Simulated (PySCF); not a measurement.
Harmonic spectrum computed at PBE0 in the def2-TZVP basis family (core potentials from Rb on, PySCF, no spin–orbit coupling):

| ω (cm⁻¹) | IR (km/mol) |
| --- | --- |
| 722 | 10.8 |
| 760 | 25.9 |
| 2091 | 47.8 |

**Question.** Which molecule gave it? In each, all ligands are bound to the one heavy central atom.
A. HBiO (singlet)
B. HBrO (singlet)
C. HIO (singlet)
D. HSnO (doublet)

**Answer.** C. It has Cs symmetry with I–H 1.653 Å, I–O 1.830 Å.
